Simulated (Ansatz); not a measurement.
Cost and result for the atomization energy of CBCl$_{2}$F$_{3}$O (`FC(F)(F)OB(Cl)Cl`) (8 atoms, 7 bonds).

Charge 0, multiplicity 1. Geometry: relaxed with PBE0-D4/def2-TZVP. It is one conformer, not always the lowest. Program: Ansatz. All runs use 4 threads of an Arm Neoverse V1 on a shared host. Times are those of one run each, without the atoms' runs, and a repeat can differ threefold. Electronic energies, without spin–orbit coupling; frozen cores. CCSD(T)/CBS adds CCSD(T) − MP2 in def2-TZVPP to the MP2 limit, and its time is that of the two runs behind it. T1 = 0.012. B3LYP takes the VWN-RPA correlation (the form of Gaussian; ORCA's B3LYP/G).

CCSD(T)/CBS is a level of theory with its own doubt, some kJ/mol a heavy atom from the limit and from the frozen cores, so smaller differences don't rank the functionals.

```
                             level  functions  wall time
              revPBE-D4/def2-TZVPP        270      3.1 s
                PBE0-D4/def2-TZVPP        270      5.5 s
           CAM-B3LYP-D4/def2-TZVPP        270      6.5 s
r2SCAN-D4/def2-TZVPP (with forces)        270        8 s
 B3LYP-D4/def2-TZVPP (with forces)        270      8.5 s
                 B2PLYP/def2-TZVPP        270      9.5 s
                 B97M-V/def2-TZVPP        270       13 s
                ωB97X-V/def2-TZVPP        270       13 s
                  CCSD(T)/def2-SVP        120       18 s
  ωB97M-V/def2-TZVPP (with forces)        270       18 s
                    MP2/def2-QZVPP        482       35 s
                CCSD(T)/def2-TZVPP        270     11 min
                 CCSD(T)/CBS(def2)          –     12 min
```

Question: What atomization energy does each give, and how far from CCSD(T)/CBS? (An estimate is asked.)

Answer: The calculation gave: 
```tsv
level	atomization (kJ/mol)	difference from CCSD(T)/CBS	per bond
revPBE-D4/def2-TZVPP	3346.7	35.9	5.1
PBE0-D4/def2-TZVPP	3361.0	50.2	7.2
CAM-B3LYP-D4/def2-TZVPP	3331.8	21.0	3.0
r2SCAN-D4/def2-TZVPP (with forces)	3378.4	67.6	9.7
B3LYP-D4/def2-TZVPP (with forces)	3281.7	-29.1	-4.2
B2PLYP/def2-TZVPP	3272.6	-38.2	-5.5
B97M-V/def2-TZVPP	3356.7	45.9	6.6
ωB97X-V/def2-TZVPP	3339.7	28.9	4.1
CCSD(T)/def2-SVP	3168.2	-142.6	-20.4
ωB97M-V/def2-TZVPP (with forces)	3354.0	43.2	6.2
MP2/def2-QZVPP	3473.6	162.8	23.3
CCSD(T)/def2-TZVPP	3212.4	-98.4	-14.1
CCSD(T)/CBS(def2)	3310.8	0.0	0.0
```

From r2SCAN to r2SCAN0 (25 % exact exchange), in def2-TZVPP and without D4, the atomization energy moves by −117.2 kJ/mol: exact exchange takes away binding that semilocal exchange gives to molecules. At CCSD(T), def2-SVP lies −142.5 kJ/mol from the extrapolated value and def2-TZVPP −98.4 kJ/mol: correlation converges slowly with the basis, and small sets miss more of it in the bonded molecule than in its fragments. In def2-TZVPP, CCSD(T) changes the Hartree–Fock value by +921.4 kJ/mol (the triples alone add +85.2 kJ/mol) and MP2 by +1124.8 kJ/mol; breaking electron pairs costs correlation energy, which Hartree–Fock lacks.
